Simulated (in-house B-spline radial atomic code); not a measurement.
## Ga6+: [Ar] 3d7

Level of theory: non-relativistic B97-1, spin-polarised, spherical fractional occupations, point nucleus; calculated with a radial B-spline atomic code at the basis-set limit.

Screening seen three ways: the hydrogenic charge with the same mean radius, Z_r = [3n² - l(l+1)]/(2<r>), the one with the same energy, Z_e = n√(-2ε), and Slater's rules. Values are occupation-weighted means over spin.

| shell | electrons | ε (eV) | <r> (bohr) | Z_r | Z_e | Slater |
| --- | --- | --- | --- | --- | --- | --- |
| 1s | 2 | -10257 | 0.04943 | 30.35 | 27.46 | 30.70 |
| 2s | 2 | -1370.8 | 0.2213 | 27.11 | 20.08 | 26.85 |
| 2p | 6 | -1227.3 | 0.1922 | 26.02 | 19.00 | 26.85 |
| 3s | 2 | -262.53 | 0.6435 | 20.98 | 13.18 | 19.75 |
| 3p | 6 | -214.85 | 0.6543 | 19.10 | 11.92 | 19.75 |
| 3d | 7 | -133.24 | 0.6743 | 15.57 | 9.39 | 10.90 |

The least bound orbital is 3d down at -126.6 eV, and it is also the most diffuse (<r> = 0.6864 bohr).

Caution: exact exchange at fractional occupations of open shells leaves self-interaction of up to several eV.
